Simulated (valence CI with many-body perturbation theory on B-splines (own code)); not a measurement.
Energy levels of Mn¹²⁺

Computed by configuration interaction combined with many-body perturbation theory (CI+MBPT): three valence electrons over a frozen Dirac-Fock core [Ne], a basis of 11 s, 11 p, 10 d, 8 f, 5 g, 2 h functions for each j, with the one-electron correlation potential Σ1 (screened to all orders), the two-electron term Σ2, the three-electron term Σ3, Breit, model QED; selected single and double excitations, second order for the rest, scaled by the run's own slope (own B-spline code, finite nucleus).

No measured spectrum was set against this ion. As an estimate, levels of excited configurations hold to 0.05 to 0.15 % of their energy, terms of the ground configuration to about 0.5 %.

Levels 136 to 156 of 156, with energies above the lowest level, 3s²3p ²P°_1/2. "Leading %" is the weight of the configuration and term that name the level; weights of strongly mixed levels are sums over their largest components and can fall short, so below about 35 % the name and the second component can differ from the true leading terms, or belong to a minority configuration. Lifetimes count E1, E2, E3, M1 and M2 decay at the calculated energies, and are blank where another channel may lead or the interval is too uncertain; long ones can be off by a factor of two.

| No. | Configuration | Term | J | E (cm⁻¹) | Leading % | Second component | Lifetime |
| --- | --- | --- | --- | --- | --- | --- | --- |
| 136 | 3s3p4s | ²P° | 1/2 | 1499800 | 78 | 17 % 3p3d² ²P° | 6.05 ps |
| 137 | 3s²4d | ²D | 3/2 | 1501900 | 94 |  | 4.20 ps |
| 138 | 3s²4d | ²D | 5/2 | 1502900 | 94 |  | 4.25 ps |
| 139 | 3s3p4s | ²P° | 3/2 | 1509600 | 87 | 7 % 3p3d² ²P° | 5.25 ps |
| 140 | 3s3p4p | ⁴D | 1/2 | 1570200 | 61 | 36 % 3s3p4p ²P | 8.71 ps |
| 141 | 3s3p4p | ⁴D | 3/2 | 1574600 | 60 | 34 % 3s3p4p ²P | 8.95 ps |
| 142 | 3s3p4p | ²P | 1/2 | 1580200 | 58 | 37 % 3s3p4p ⁴D | 6.61 ps |
| 143 | 3s3p4p | ²P | 3/2 | 1581300 | 50 | 34 % 3s3p4p ⁴D | 7.42 ps |
| 144 | 3s3p4p | ⁴D | 5/2 | 1583000 | 95 |  | 16.2 ps |
| 145 | 3s²4f | ²F° | 5/2 | 1586300 | 96 |  | 1.79 ps |
| 146 | 3s3p4s | ²P° | 1/2 | 1586400 | 94 |  | 4.68 ps |
| 147 | 3s²4f | ²F° | 7/2 | 1586600 | 96 |  | 1.80 ps |
| 148 | 3s3p4s | ²P° | 3/2 | 1587300 | 94 |  | 5.04 ps |
| 149 | 3s3p4p | ⁴P | 1/2 | 1589900 | 96 |  | 21.5 ps |
| 150 | 3s3p4p | ⁴D | 7/2 | 1592200 | 98 |  | 16.1 ps |
| 151 | 3s3p4p | ⁴P | 3/2 | 1593500 | 78 | 12 % 3s3p4p ⁴S | 17.5 ps |
| 152 | 3s3p4p | ⁴P | 5/2 | 1599800 | 88 | 7 % 3s3p4p ²D | 17.9 ps |
| 153 | 3s3p4p | ⁴S | 3/2 | 1601800 | 50 | 40 % 3s3p4p ²D | 8.34 ps |
| 154 | 3s3p4p | ²D | 3/2 | 1604500 | 52 | 32 % 3s3p4p ⁴S | 6.87 ps |
| 155 | 3s3p4p | ²D | 5/2 | 1612300 | 90 | 7 % 3s3p4p ⁴P | 5.13 ps |
| 156 | 3s3p4p | ²S | 1/2 | 1632500 | 95 |  | 4.82 ps |

Names give the largest LS component (configuration and term), which can be under half, so a name can repeat, a term be missing and a line seem to break the LS rules; names also repeat where a configuration has a term twice.

Where two levels of one J and parity lie close, their mixing, g and order are uncertain.
